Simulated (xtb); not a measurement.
C3H7O (SMILES C[C](C)O), doublet, geometry from GFN2-xTB, atoms displaced at random by about 0.02 Å a coordinate; GFN1-xTB with ALPB(thf) run with xtb.

Input for xtb:
```
$ xtb mol.xyz --gfn 1 --uhf 1 --opt --alpb thf --json

# file mol.xyz
11

C      1.31417407    -0.64841756     0.06721271
C     -0.00626793    -0.01208649    -0.14850960
C     -1.29550735    -0.59761731     0.30498322
O      0.06126343     1.33068581    -0.30429277
H      1.50840244    -0.78955653     1.11497712
H      1.26998136    -1.66125560    -0.37829697
H      2.13089150    -0.07733076    -0.41332376
H     -2.12497178    -0.20436478    -0.21458326
H     -1.43895722    -0.46001545     1.38837783
H     -1.22880752    -1.71251090     0.10642952
H     -0.84728045     1.71003533    -0.29928596
```

The log (banner, timings and long lists left out):

```
   ID    Z sym.   atoms
    1    6 C      1-3
    2    8 O      4
    3    1 H      5-11

           -------------------------------------------------
          |                Calculation Setup                |
           -------------------------------------------------

           -------------------------------------------------
          |                 G F N 1 - x T B                 |
           -------------------------------------------------

      * Solvation model:               ALPB
        Solvent                        thf
        Parameter file                 internal GFN1-xTB/ALPB
        Dielectric constant                7.6000E+00
        Reference state                gsolv [1 M gas/solution]
        Free energy shift                  6.2343E-03 Eh       3.9121E+00 kcal/mol
        Temperature                        2.9815E+02 K
        Density                            8.8300E-01 kg/L
        Solvent mass                       7.2106E+01 g/mol
        Interaction kernel             P16
        Born radius scaling (c1)           1.7918E+00
        Born radii integrator          GBOBC
        Born offset                        0.0000E+00 a0       0.0000E+00 AA
        H-bond correction              true
        Ion screening                  false
        Surface tension                    1.0000E-05 Eh       1.5569E+01 dyn/cm
        Grid points                               230 per atom

          ...................................................
          :                      SETUP                      :
          :.................................................:
          :  # basis functions                  30          :
          :  # atomic orbitals                  30          :
          :  # shells                           22          :
          :  # electrons                        25          :
          :  # halogen bonds                     0          :
          :  max. iterations                   250          :
          :  Hamiltonian                  GFN1-xTB          :
          :  restarted?                      false          :
          :  GBSA solvation                   true          :
          :  PC potential                    false          :
          :  electronic temp.          300.0000000     K    :
          :  accuracy                    1.0000000          :
          :  -> integral cutoff          0.2500000E+02      :
          :  -> integral neglect         0.1000000E-07      :
          :  -> SCF convergence          0.1000000E-05 Eh   :
          :  -> wf. convergence          0.2000000E-04 e    :
          :  Broyden damping             0.4000000          :
          :  net charge                          0          :
          :  unpaired electrons                  1          :
          ...................................................

 iter      E             dE          RMSdq      gap      omega  full diag
   1    -14.8964450 -0.148964E+02  0.765E+00    3.49       0.0  T
   2    -14.9118580 -0.154130E-01  0.461E+00    4.22       1.0  T
   3    -14.9122016 -0.343608E-03  0.379E-01    4.33       1.0  T
   4    -14.9123188 -0.117238E-03  0.875E-02    4.31       1.0  T
   5    -14.9123333 -0.144523E-04  0.865E-03    4.30       3.5  T
   6    -14.9123334 -0.121659E-06  0.248E-03    4.30      12.2  T
   7    -14.9123334 -0.138518E-07  0.282E-04    4.30     106.8  T
   8    -14.9123334 -0.399810E-09  0.402E-05    4.30     750.4  T
   9    -14.9123334 -0.371259E-11  0.640E-06    4.30    4713.6  T

   *** convergence criteria satisfied after 9 iterations ***

         :::::::::::::::::::::::::::::::::::::::::::::::::::::
         ::                     SUMMARY                     ::
         :::::::::::::::::::::::::::::::::::::::::::::::::::::
         :: total energy             -14.757267005812 Eh    ::
         :: total w/o Gsasa/hb       -14.750334278346 Eh    ::
         :: gradient norm              0.081725704564 Eh/a0 ::
[...]
 * total energy  :   -14.7572670 Eh     change       -0.2451372E-12 Eh
 * total energy  :   -14.7625324 Eh     change       -0.5265367E-02 Eh
 * total energy  :   -14.7630944 Eh     change       -0.5619999E-03 Eh
 * total energy  :   -14.7632164 Eh     change       -0.1220518E-03 Eh
 * total energy  :   -14.7632880 Eh     change       -0.7158423E-04 Eh
 * total energy  :   -14.7633119 Eh     change       -0.2389991E-04 Eh
 * total energy  :   -14.7633265 Eh     change       -0.1458234E-04 Eh
 * total energy  :   -14.7633383 Eh     change       -0.1185814E-04 Eh
 * total energy  :   -14.7633443 Eh     change       -0.5970499E-05 Eh
 * total energy  :   -14.7633497 Eh     change       -0.5341277E-05 Eh
 * total energy  :   -14.7633515 Eh     change       -0.1847457E-05 Eh
 * total energy  :   -14.7633540 Eh     change       -0.2529659E-05 Eh
   *** GEOMETRY OPTIMIZATION CONVERGED AFTER 12 ITERATIONS ***
         :: total energy             -14.763354038438 Eh    ::
[...]
         4        2.0000           -0.6197830             -16.8652
         5        2.0000           -0.5787387             -15.7483
         6        2.0000           -0.5585443             -15.1988
         7        2.0000           -0.5475612             -14.8999
         8        2.0000           -0.5135148             -13.9734
         9        2.0000           -0.5083238             -13.8322
        10        2.0000           -0.5049507             -13.7404
        11        2.0000           -0.5003275             -13.6146
        12        2.0000           -0.4714578             -12.8290
        13        1.0000           -0.3052994              -8.3076 (HOMO)
        14                         -0.1256879              -3.4201 (LUMO)
        15                         -0.1214137              -3.3038
        16                         -0.0950928              -2.5876
        17                         -0.0687549              -1.8709
        18                         -0.0545314              -1.4839
        19                         -0.0464127              -1.2630
        20                         -0.0396310              -1.0784
        21                          0.1142041               3.1077
        22                          0.1455994               3.9620
        23                          0.1773328               4.8255
        24                          0.2528601               6.8807
       ...                                ...                  ...
        30                          0.4645850              12.6420
      -------------------------------------------------------------
                  HL-Gap            0.1796116 Eh            4.8875 eV
             Fermi-level           -0.3019361 Eh           -8.2161 eV

  Mulliken/CM5 charges         n(s)   n(p)   n(d)
     1C    -0.09723 -0.23926   1.010  3.087  0.000
     2C     0.15726  0.15427   1.062  2.780  0.000
     3C    -0.11626 -0.25973   1.017  3.099  0.000
     4O    -0.55295 -0.75653   1.704  4.849  0.000
     5H     0.04171  0.09392   0.958  0.000  0.000
     6H     0.02897  0.08143   0.971  0.000  0.000
     7H     0.04123  0.09624   0.959  0.000  0.000
     8H     0.03681  0.09055   0.963  0.000  0.000
     9H     0.04682  0.09911   0.953  0.000  0.000
    10H     0.03705  0.08971   0.963  0.000  0.000
    11H     0.37658  0.55029   0.623  0.000  0.000

Wiberg/Mayer (AO) data.
largest (>0.10) Wiberg bond orders for each atom

 ---------------------------------------------------------------------------
     #   Z sym  total        # sym  WBO       # sym  WBO       # sym  WBO
 ---------------------------------------------------------------------------
     1   6 C    3.996 --     2 C    1.039     7 H    0.982     6 H    0.982
                             5 H    0.957
     2   6 C    3.280 --     4 O    1.105     1 C    1.039     3 C    1.036
     3   6 C    3.995 --     2 C    1.036    10 H    0.983     8 H    0.979
                             9 H    0.957
     4   8 O    2.021 --     2 C    1.105    11 H    0.847
     5   1 H    1.002 --     1 C    0.957
     6   1 H    1.013 --     1 C    0.982
     7   1 H    1.011 --     1 C    0.982
     8   1 H    1.011 --     3 C    0.979
     9   1 H    1.001 --     3 C    0.957
    10   1 H    1.010 --     3 C    0.983
    11   1 H    0.871 --     4 O    0.847
 ---------------------------------------------------------------------------

Topologies differ in total number of bonds
Writing topology from bond orders to xtbtopo.mol

 dipole moment from electron density (au)
     X       Y       Z
  -0.8584  -0.1983   0.1175  total (Debye):    2.259

optimized geometry written to: xtbopt.xyz

           -------------------------------------------------
          | TOTAL ENERGY              -14.763354038438 Eh   |
          | GRADIENT NORM               0.000716011757 Eh/α |
          | HOMO-LUMO GAP               4.887479150244 eV   |
           -------------------------------------------------
```
